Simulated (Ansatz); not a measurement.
Consider the redistribution: `F[SiH2]C[SiH](F)F` + `C=C[SiH](F)[GeH3]` → `C=C[SiH](F)[SiH2]F` + `F[SiH](F)[CH2][GeH3]`.

Program: Ansatz. Geometries: PBE0-D4/def2-TZVP. ΔE: electronic, gas phase. CCSD(T)/CBS adds triple-zeta CCSD(T) − MP2 to the extrapolated MP2 energy (def2 sets, frozen cores). Functionals use def2-TZVPP. For Ge outer-core shells are correlated without core-valence functions, which leaves a few kJ/mol of doubt a bond. Scalar relativity is left out up to krypton. One conformer a species, not always the lowest.

```
        level  ΔE (kJ/mol)
      ωB97X-V         47.0
       B2PLYP         49.1
          PBE         46.4
HF/def2-TZVPP         46.9
```

(1) What does CCSD(T)/CBS give? (Estimate.)

Largest T1 diagnostic among the species: 0.012.

Answers

(1) Computed: +48.3 kJ/mol. The listed levels differ from it by -1.3, 0.8, -1.9, -1.4 kJ/mol.
